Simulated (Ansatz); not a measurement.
Molecule: difluoro(methyl)borane, CH3BF2 (charge 0, singlet). SMILES: CB(F)F
Structure (B3LYP-D3(BJ)/def2-TZVP (Ansatz, a quantum-chemistry and plane-wave program) minimum search):
```xyz
7

B      0.0771     0.0120    -0.0053
F      0.7240     1.1667    -0.0994
F      0.8362    -1.0778    -0.0117
C     -1.4736    -0.0795     0.1049
H     -1.9551     0.8969     0.1082
H     -1.7559    -0.6147     1.0156
H     -1.8749    -0.6658    -0.7265
```

Wanted: vertical triplet-singlet gap (E(triplet) - E(singlet); each state is the SCF solution reached for its spin), in kcal/mol. Correlated levels leave the core frozen unless marked. Open shells are spin-unrestricted. No spin-orbit coupling. No relativistic terms. CBS marks a two-point X^-3 extrapolation of the correlation energy; Hartree-Fock from the larger set. The bracket is a focal-point correction in the basis named.

Level to compare with: RI-MP2/CBS(aug-cc-pVTZ,aug-cc-pVQZ)+[CCSD(T)-MP2]/aug-cc-pVTZ (Ansatz), 196.9 kcal/mol. It is a level with limits of its own, and the differences hold the functionals' basis error too.

Task: Rank these functionals by how close they come to RI-MP2/CBS(aug-cc-pVTZ,aug-cc-pVQZ)+[CCSD(T)-MP2]/aug-cc-pVTZ, closest first: PBE0/def2-TZVPD (Ansatz); r2SCAN/def2-TZVPD (Ansatz); BHLYP/def2-TZVPD (Ansatz).

Result: BHLYP/def2-TZVPD (global hybrid, 191.2 kcal/mol, difference -5.7), PBE0/def2-TZVPD (global hybrid, 181.9 kcal/mol, difference -15.0), r2SCAN/def2-TZVPD (meta-GGA, 176.7 kcal/mol, difference -20.2)
